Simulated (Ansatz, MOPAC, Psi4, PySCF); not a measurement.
Molecule: dialuminium oxide, Al$_{2}$O (charge 0, singlet). SMILES: [Al][O][Al]
Geometry: optimised at B3LYP-D3(BJ)/def2-TZVP (Ansatz, a program for electronic structure).

Quantity: vertical ionisation energy to the doublet, in eV. Conventions: no spin-orbit coupling; PM7 with its own dispersion and hydrogen-bond terms; each state is the SCF solution reached for its charge and spin; non-relativistic; frozen cores in correlated levels; open shells spin-unrestricted; no dispersion term unless named; 6-311+G** with 5d, 6d on Na to Ar in Ansatz; six Cartesian d functions in 6-31G* and its kin unless marked 5d. First-principles rows: single points at B3LYP-D3(BJ) geometries (Ansatz). Semi-empirical rows: differences of heats of formation at the shared geometry for vertical values.

| level | program | vertical ionisation energy to the doublet (eV) |
|---|---|---|
| PM7 | MOPAC | 9.50 |
| HF/6-311+G** | Ansatz | 7.59 |
| PBE/6-31G* | Ansatz | 7.76 |
| PBE/6-311+G** | Ansatz | 7.77 |
| B3LYP/STO-3G | Ansatz | 3.21 |
| M06-2X/6-31G* (5d) | PySCF | 8.07 |
| wB97X-D/6-31G* | Psi4 | 8.18 |
| MP2/6-31G* | Ansatz | 8.00 |
| MP2/6-311+G** | Ansatz | 8.08 |
| PBE0/def2-TZVPD | Ansatz | 7.94 |

No value to compare with is used here. The 9 habitual levels span 3.21 (B3LYP/STO-3G) to 9.50 eV (PM7); PBE0/def2-TZVPD gives 7.94.

The levels are drawn from those run, B3LYP/6-31G* more often than the rest, none by its result; left out are runs that failed, that the program found above a lower state of the same kind, or whose <S^2> lies over 0.5 above the pure value.
